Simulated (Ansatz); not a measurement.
Geometry optimisation, Ansatz, RHF/def2-SVP.

input.yaml

```yaml
crystal:
  periodic: [false, false, false]
  atoms:
    - { symbol: Si, position_ang: [-0.449622, -0.491114, -0.567946] }
    - { symbol: Cl, position_ang: [1.647244, -0.406653, -0.620861] }
    - { symbol: F, position_ang: [-0.894599, -1.429308, -1.768983] }
    - { symbol: F, position_ang: [-1.001589, 0.958892, -0.883727] }
    - { symbol: H, position_ang: [-0.944277, -1.021673, 0.681193] }
    - { symbol: H, position_ang: [1.235056, 1.217525, 1.408149] }
    - { symbol: F, position_ang: [0.407787, 1.172229, 1.751975] }
basis:
  gaussian: { orbitals: def2-SVP }
hamiltonian:
  xc: hf
relax:
  f_tol: 0.03
  max_steps: 50
```

Command:

```bash
$ ansatz run input.yaml --threads 2 --pin off --max-ram 3072MiB --backend cpu --events-out ev --progress --plain --runs-dir out
```

Question: Where does it end, and by what steps?

Answer: The run converged. The force dipped under the threshold on the way, but the program's further checks kept it going. After 18 steps the energy has fallen by 0.040 eV; H6 moved furthest, 0.37 Å.

| step | energy less start (eV) | largest force component (eV/Å) | accepted |
| --- | --- | --- | --- |
| 0 | 0.0000 | 0.917 | yes |
| 1 | -0.0312 | 0.654 | yes |
| 2 | -0.0293 | 0.822 | no |
| 3 | -0.0362 | 0.326 | yes |
| 4 | -0.0362 | 0.339 | yes |
| 5 | -0.0101 | 1.555 | no |
| 6 | -0.0384 | 0.009 | yes |
| 7 | -0.0317 | 0.723 | no |
| 8 | -0.0386 | 0.061 | yes |
| 9 | -0.0389 | 0.019 | yes |
| 10 | -0.0387 | 0.226 | no |
| 11 | -0.0391 | 0.058 | yes |
| 12 | -0.0392 | 0.093 | yes |
| 13 | -0.0393 | 0.092 | yes |
| 14 | -0.0392 | 0.161 | no |
| 15 | -0.0395 | 0.020 | yes |
| 16 | -0.0397 | 0.054 | yes |
| 17 | -0.0397 | 0.183 | no |
| 18 | -0.0399 | 0.028 | yes |

```xyz
7
Properties=species:S:1:pos:R:3
Si -0.423 -0.543 -0.605
Cl 1.614 -0.588 -0.722
F -0.986 -1.397 -1.823
F -0.903 0.951 -0.848
H -0.934 -1.084 0.636
H 1.181 1.559 1.545
F 0.450 1.103 1.817
```

The run took 6.3 s on 2 threads of AMD EPYC 9R45 96-Core Processor (Zen 5), on a shared host, peak memory 0.18 GiB.
